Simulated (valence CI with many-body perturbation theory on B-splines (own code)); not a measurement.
Sensitivity of CI+MBPT for Dy⁵⁹⁺

Computed by valence CI with perturbative core correlation (CI+MBPT): five valence electrons over a frozen Dirac-Fock core [He], radial functions for each j: 6 s, 6 p, 5 d, 3 f, 1 g, with the one-electron correlation potential Σ1, the two-electron term Σ2, the three-electron term Σ3, Breit, model QED; selected CI, second order for the rest, scaled by the run's own slope (own B-spline code, finite nucleus).

No measured spectrum was set against this ion. As an estimate, large intervals hold to a few tenths of a per cent, small ones and those within an open d or f shell to about a per cent. Among the levels kept, up to 1800 cm⁻¹ of a level comes from second order outside the variational space, and about a tenth of that is noise between levels of different J, which matters for small intervals.

The reference run has the lowest level (2s^2 2p1/2^2 2p3/2) J=3/2 and an ionisation energy of 12987.1 eV. Its largest variational space holds 10000 state functions.

Levels are named by their leading jj configuration (3d3/2^4 stands for four electrons in 3d with j = 3/2), which in mixed levels can hold well under half, so a name can repeat and another be missing. Letters in brackets count levels of one name in rising energy.

| Level | Reference (cm⁻¹) | Shift (cm⁻¹) |
| --- | --- | --- |
| (2s^2 2p1/2 2p3/2^2) J=3/2 | 6575700 | +81846 |
| (2s^2 2p1/2 2p3/2^2) J=5/2 | 6756970 | +138499 |
| (2s^2 2p1/2 2p3/2^2) J=1/2 | 7106850 | +67403 |
| (2s 2p1/2^2 2p3/2^2) J=5/2 | 8919070 | +122705 |
| (2s 2p1/2^2 2p3/2^2) J=1/2 | 9649930 | +65899 |
| (2s 2p1/2^2 2p3/2^2) J=3/2 | 9661400 | +103762 |
| (2s^2 2p3/2^3) J=3/2 | 13696600 | +169734 |
| (2s 2p1/2 2p3/2^3) J=3/2 [a] | 15688300 | +173811 |
| (2s 2p1/2 2p3/2^3) J=5/2 | 15998300 | +230642 |
| (2s 2p1/2 2p3/2^3) J=1/2 | 16424800 | +172060 |
| (2s 2p1/2 2p3/2^3) J=3/2 [b] | 16501900 | +204863 |
| (2p1/2^2 2p3/2^3) J=3/2 | 19088300 | +190534 |

The ionisation energy moves by +11.2 eV.

Which of these changes was made?
A. Davidson tolerance 2e-05 → 0.001; Breit term on → off; QED terms on → off
B. hole-hole ladder in Σ2 on → off; selection threshold (hartree) 2e-08 → 1e-05
C. correlating orbitals by l 3 3 3 2 1 → 2 2 1 1 0; natural orbitals for correlation on → off
D. Davidson tolerance 2e-05 → 0.001

A. Davidson tolerance 2e-05 → 0.001; Breit term on → off; QED terms on → off.
